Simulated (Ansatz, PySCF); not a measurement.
Molecule: CH₄B, net charge 0, doublet state. It need not be the lowest isomer of its formula. 
Geometry from a B3LYP-D3(BJ)/def2-TZVP (Ansatz, a first-principles code) optimisation:
```
C
H 1 1.0906
H 1 1.0970 2 109.31
H 1 1.1021 2 107.26 3 113.98
B 1 1.5376 2 115.97 4 117.62
H 5 1.1921 1 128.20 2 169.02
```
Charge 0, spin multiplicity 2.

Total electronic energies in hartree. Cores are frozen in the correlated levels unless marked. UHF or UKS for open shells. Spin-orbit coupling is left out. Non-relativistic. CBS(X,Y): correlation extrapolated as X^-3; Hartree-Fock from the larger set. The bracket is a focal-point correction in the basis named.

```
level                                                           program  energy (Eh)
--------------------------------------------------------  -------------  -----------
HF-D4/def2-TZVPD                                          PySCF + dftd4    -64.83691
MP2/aug-cc-pVTZ                                                  Ansatz    -65.08899
MP2/cc-pVTZ                                                      Ansatz    -65.08505
MP2/CBS(def2-TZVPPD,def2-QZVPPD)                                 Ansatz     -65.1173
SCS-MP2/aug-cc-pVTZ                                              Ansatz    -65.09734
SCS-MP2/cc-pVQZ                                                  Ansatz    -65.11538
CCSD(T)/def2-SVPD                                                Ansatz    -65.01622
RI-MP2/CBS(def2-TZVPP,def2-QZVPP)+[CCSD(T)-MP2]/def2-SVP         Ansatz     -65.1549
CCSD(T)/CBS(def2-TZVPPD,def2-QZVPPD)                             Ansatz     -65.1514
```

Totals of different functionals don't rank their quality; only differences between species are comparable.
